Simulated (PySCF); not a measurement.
Sn(Me)2(OH)(NH2), SMILES [Sn]([CH3])([CH3])([NH2])[OH] (C2H9NOSn) (B3LYP/def2-SVP optimised geometry):

```
14

C      1.226    -0.682     0.000
Sn    -0.939    -0.682     0.000
C     -1.878    -1.788     1.607
N     -1.566    -1.495    -1.774
O     -1.615     1.220     0.000
H      1.588    -0.313    -0.971
H      1.592    -1.707     0.156
H      1.615    -0.034     0.798
H     -1.715    -1.286     2.572
H     -2.959    -1.860     1.418
H     -1.451    -2.801     1.651
H     -2.583    -1.495    -1.866
H     -1.197    -0.995    -2.583
H     -1.372     1.707     0.799
```

Method: B3LYP/def2-TZVP, def2 effective core potentials past Kr in PySCF.

**Question.** What are the frontier orbital energies and the dipole moment?

**Answer.** HOMO-2 -8.13 eV, HOMO-1 -7.38 eV, HOMO -7.00 eV, LUMO -0.50 eV, LUMO+1 0.41 eV; dipole moment 1.80 D.

On the same geometry PySCF 2.14.0 with PBE/def2-TZVP, def2 effective core potentials past Kr gives HOMO-2 -6.95 eV, HOMO-1 -6.12 eV, HOMO -5.81 eV, LUMO -1.05 eV, LUMO+1 -0.08 eV; dipole moment 1.67 D.
